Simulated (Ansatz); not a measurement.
Results of the Gaussian-basis code of Ansatz.

A structure relaxed at PBE0-D4/def2-TZVP, charge 0, multiplicity 1:

| atom | x (Å) | y (Å) | z (Å) |
| --- | --- | --- | --- |
| C1 | -0.2993 | -1.5656 | -2.2695 |
| N2 | 0.4182 | -0.7295 | -1.6395 |
| C3 | 0.0037 | -0.2525 | -0.4199 |
| F4 | -1.1779 | -0.7228 | 0.0393 |
| C5 | 0.6817 | 0.6238 | 0.3173 |
| Si6 | 0.1002 | 1.2558 | 1.9660 |
| H7 | -1.2534 | -1.9461 | -1.9004 |
| H8 | 0.0574 | -1.9233 | -3.2324 |
| H9 | 1.6176 | 0.9520 | -0.1191 |
| H10 | -0.0443 | 0.1433 | 2.9409 |
| H11 | -1.2105 | 1.9447 | 1.8388 |
| H12 | 1.1064 | 2.2202 | 2.4786 |

Give its formula and SMILES.

C3H6FNSi, `C=N/C(F)=C/[SiH3]`.

Point group (tolerance 0.08 Å, 0.16 Å for H)?

Cs.

Summarise the bond lengths by kind.

2 × C–N 1.269 to 1.374 Å; 3 × C–H 1.084 to 1.092 Å; 1 × C–F 1.352 Å; 1 × C–C 1.331 Å; 1 × C–Si 1.859 Å; 3 × H–Si 1.485 to 1.486 Å.
